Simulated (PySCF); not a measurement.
## A small calculation by hand: chemical shift, span and skew from a shielding tensor

Ga(H)(Cl)(Me) (CH4ClGa), SMILES [CH3][GaH][Cl]. Atoms are numbered in the order given.

```xyz
7

Ga    -0.2657    -0.4590    -0.1695
H     -1.3712    -0.9643    -1.1561
Cl     0.0604     1.6957    -0.2389
C      0.8748    -1.4514     1.0863
H      1.1276    -0.8239     1.9534
H      1.8141    -1.7202     0.5743
H      0.3913    -2.3796     1.4260
```

Coordinates come from a B3LYP-D3(BJ)/def2-SVP optimisation.

GIAO shieldings from HF/pcSseg-1 run with PySCF, non-relativistic, no solvent. The symmetric part of the tensor of C4 has the principal values 185.8, 193.2, 202.2 ppm. The same nucleus in TMS has σ = 192.6 ppm at this level (PySCF, at its B3LYP-D3(BJ)/def2-TZVP geometry). Without spin–orbit terms, shifts of atoms bonded to Cl or Br come out too high.

### Question
Work out the isotropic shielding, the ¹³C shift against TMS, the span and the skew.

### Answer

σ(iso) = (σ11 + σ22 + σ33)/3 = 193.7 ppm. δ = σ(ref) − σ(iso) = 192.6 − (193.7) = -1.1 ppm.
Span Ω = σ33 − σ11 = 16.4 ppm. Skew κ = 3(σ(iso) − σ22)/Ω = 0.10. Tumbling in solution averages the tensor to δ; in a static solid the shielding alone would spread this spin-1/2 line over Ω.
